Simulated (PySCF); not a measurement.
Ir(OH)2 (H2IrO2), SMILES [OH][Ir][OH] (connectivity only; charge and spin as stated), neutral, multiplicity 4. The structure is a stationary point at PBE-D3(BJ)/def2-TZVP. The spin state was assumed, not searched. The def2 effective core potentials stand for the cores of Ir; spin–orbit coupling is left out. Other conformers were not sampled.

The numbers are results of PySCF 2.14.0 with PBE-D3(BJ)/def2-TZVP, not measurements.

Harmonic wavenumbers (cm⁻¹): 124, 150, 258, 594, 644, 675, 693, 3701, 3703. Rotational constants (GHz): 264.4, 4.018, 3.981; symmetry number 2.

Work out the zero-point energy and the ideal-gas rigid-rotor harmonic-oscillator thermochemistry at 298.15 K and 1 atm.

ZPE = ½ Σ hcν = ½ × 10541 cm⁻¹ = 15.07 kcal/mol. H − E(el) = 18.91 kcal/mol. Entropy in cal/(mol K): translation 42.15, rotation 20.48, vibration 8.88, spin 2.75, total 74.27. G − E(el) = -3.23 kcal/mol. Cp = 17.24 cal/(mol K). Modes under 150 cm⁻¹ make the vibrational entropy uncertain.
